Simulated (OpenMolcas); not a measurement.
# Levels of Tc V by method

- Program: OpenMolcas
- Basis: ANO-RCC-VQZP [8s7p5d3f2g1h]
- Scalar Hamiltonian: DKH2, point nucleus
- Active space: 9 electrons in 8 orbitals (RAS1 4p, at most 2 holes; RAS2 4d)
- State averaging: 2S+1 = 4 even, 10 roots; 2S+1 = 2 even, 40 roots
- Spin-orbit coupling: state interaction with AMFI integrals over the reference wave functions, term energies averaged over their components

Methods on the same reference wave functions:
A. RASSCF
B. SS-RASPT2, IPEA 0.25 Eh, imaginary shift 0.1 Eh (closed shells correlated: 4s)
C. MS-RASPT2, IPEA 0.25 Eh, imaginary shift 0.1 Eh (closed shells correlated: 4s)

Energies in cm⁻¹ above 4d³ ⁴F_3/2.

```
        Level      A      B      C
   4d³ ⁴F_3/2    0.0    0.0    0.0
   4d³ ⁴F_5/2   1061   1077   1075
   4d³ ⁴F_7/2   2393   2410   2400
   4d³ ⁴F_9/2   3899   3880   3870
   4d³ ⁴P_3/2  14109  12200  12200
   4d³ ⁴P_1/2  14131  12260  12250
   4d³ ⁴P_5/2  15813  13970  13970
   4d³ ²G_7/2  16556  13930  13930
   4d³ ²G_9/2  17586  14780  14780
   4d³ ²P_1/2  19781  17480  17480
4d³ ²D_5/2(1)  22717  20800  20710
   4d³ ²H_9/2  22953  19170  19170
  4d³ ²H_11/2  23489  19480  19480
   4d³ ²F_7/2  34745  29370  29370
   4d³ ²F_5/2  35177  29800  29790
4d³ ²D_5/2(2)  51428  46050  46140
4d³ ²D_3/2(2)  52034  46650  46610
```

Between B and C the level of the table that moves most is 4d³ ²D_5/2(1), by 89 cm-1 (lowest in C, highest in B). Moves below CASPT2's spread within the term are not significant.

From A to B the spin-free energies of the other terms of 4d³ shown, above ⁴F, scale by factors of 0.80 to 0.90, as is usual when dynamic correlation screens the repulsion within a d or f shell.

The lowest spin-free term lies below A's lowest term by 0.286 hartree in B, 0.286 hartree in C.

Term energies are means over components that CASPT2 splits; among the terms shown or strongly mixed into the levels shown the widest spread is 1300 cm-1 (4d³ ⁴F, C). Active for correlation alone: 4p; no level in the range computed is led by a configuration that opens it, so any true level of that kind is missing. Without dynamic correlation excited terms often stand tens of per cent too high (terms of higher spin than the ground term too low), and those without a measured partner can miss by more than the paired ones (holds for A). Levels of configurations outside the active space are missing. Levels that lie high or do not pair safely by name in every column are left out.

A number in round brackets counts repeated terms of one configuration in the order of the reference energies.
